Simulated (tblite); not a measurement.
Species: C4H9O2Si (doublet state).
Z-matrix (Å and degrees, GFN2-xTB geometry), rows numbered from 1:
```
C 
C   1  1.5237
C   2  1.5326  1  111.60
C   3  1.5068  2  111.00  1   -64.63
O   4  1.2029  3  125.23  2   120.11
O   4  1.3278  3  113.08  2   -59.99
Si  6  1.6700  4  119.48  3   178.57
H   1  1.0879  2  110.50  3   -59.93
H   1  1.0876  2  110.48  3   180.00
H   1  1.0881  2  110.65  3    59.85
H   2  1.0921  1  109.60  3   120.61
H   2  1.0918  1  109.80  3  -120.89
H   3  1.0908  2  110.71  1    55.96
H   3  1.0923  2  109.50  1   176.54
H   7  1.4511  6  109.48  4   -65.39
H   7  1.4501  6  109.82  4    65.89
```

Level: GFN2-xTB in tblite, geometry and Hessian alike; calculated harmonic values, unscaled, isolated species. Against measured fundamentals such values can be off by several per cent, at times by over 20. Modes of hydrogen on silicon can be 10 to 20 % off. One conformer, not necessarily the lowest. Open shells enter through the occupations alone, without spin polarisation, and single modes of such species can be off by tens of per cent.

Harmonic wavenumbers (cm⁻¹): 32.6, 61.4, 96.4, 116.2, 126.2, 180.9, 242.4, 365.3, 406.2, 562.0, 589.2, 626.7, 669.5, 716.2, 776.1, 818.7, 904.1, 916.6, 956.0, 1054.8, 1079.9, 1119.5, 1187.1, 1215.6, 1248.0, 1306.4, 1340.4, 1418.3, 1444.2, 1486.9, 1500.7, 1503.1, 1758.9, 2362.1, 2371.3, 2972.0, 2975.1, 2989.2, 3002.5, 3032.3, 3035.8, 3040.5.

A = 4060, B = 1242, C = 1163 MHz; mass 117.037 u (most abundant isotopes); point group C1, symmetry number 1; spin multiplicity 2.

Task: What is the zero-point energy?

Result: Half the sum of the wavenumbers: 26804 cm⁻¹ = 76.64 kcal/mol.

Task: Entropy at 298.15 K, 1 bar (ideal gas, RRHO, classical rotation)?

Result: Translation 40.21, rotation 28.40, vibration 29.18, spin (R ln 2) 1.38: S = 99.2 cal/(mol K).

Task: And Cp and H(298.15 K) − H(0)?

Result: Cp = 34.10 cal/(mol K), of which vibrations give 26.15 (their classical limit is 42 R = 83.5); H(298.15 K) − H(0) = 6.61 kcal/mol without the zero-point energy, 4.24 from vibrations.

Task: Blend soft modes into free rotors: weight 1/[1 + (100 cm⁻¹/ν̃)⁴] for the oscillator and the rest for a rotor with moment μB/(μ + B), μ = h/(8π²ν), B = 10⁻⁴⁴ kg m². What vibrational entropy results?

Result: 25.96 cal/(mol K) in place of 29.18, which changes −T·S at 298.15 K by +0.96 kcal/mol.

Task: Which modes carry the vibrational entropy at 298.15 K?

Result: 32.6 cm⁻¹: 5.66; 61.4 cm⁻¹: 4.41; 96.4 cm⁻¹: 3.53; 116.2 cm⁻¹: 3.16; 126.2 cm⁻¹: 3.00; 180.9 cm⁻¹: 2.32 cal/(mol K); the other 36 give 7.09 together.

Hindered rotation and anharmonicity are outside this model. Other conformers, if any are populated, would add a mixing term that is left out. The structure is chiral; the term R ln 2 for an equal mix with its mirror image is left out.
